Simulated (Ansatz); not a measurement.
Stepwise reaction of `[OH][Al]([OH])[Cl]` with hydrogen chloride, as a gas-phase model of exchange steps in deposition or etching. ΔE in kJ/mol; ΔG adds harmonic PBE0-D4 terms to CCSD(T)/CBS, at 1 bar.

Computed with Ansatz on PBE0-D4/def2-TZVP structures; ΔE is electronic, products minus reactants. CCSD(T)/CBS is the MP2 limit (def2-TZVPP, def2-QZVPP) plus CCSD(T) − MP2 in def2-TZVPP, frozen cores. This one scheme is used for every species. Functionals use def2-TZVPP. B3LYP here is the variant with VWN-RPA as its local correlation; programs differ in this. Each species was taken in one conformer, which may not be the lowest.

```json
{"step": "1", "reaction": "`[OH][Al]([OH])[Cl]` + HCl → `[OH][Al]([Cl])[Cl]` + H₂O", "PBE-D4": "-25.2", "B3LYP-D4": "-21.2", "ωB97M-V": "-23.6", "CCSD(T)/CBS": "-26.1", "ΔG(400 K)": "-23.8"}
{"step": "2", "reaction": "`[OH][Al]([Cl])[Cl]` + HCl → `[Cl][Al]([Cl])[Cl]` + H₂O", "PBE-D4": "-22.3", "B3LYP-D4": "-17.7", "ωB97M-V": "-19.9", "CCSD(T)/CBS": "-22.8", "ΔG(400 K)": "-12.6"}
```

Problem. By hand: ΔE of the 2 steps together at CCSD(T)/CBS.

Solution. (-26.1) + (-22.8) = -48.9 kJ/mol, or -24.5 kJ/mol a step.

In ΔE the steps differ by no more than 3.3 kJ/mol. All are downhill at CCSD(T)/CBS. ΔG lies between -23.8 and -12.6 kJ/mol a step. PBE-D4 differs from CCSD(T)/CBS by 0.5 to 0.9 kJ/mol a step. Isolated molecules leave out the surface, adducts and barriers. Largest T1 diagnostic: 0.011.
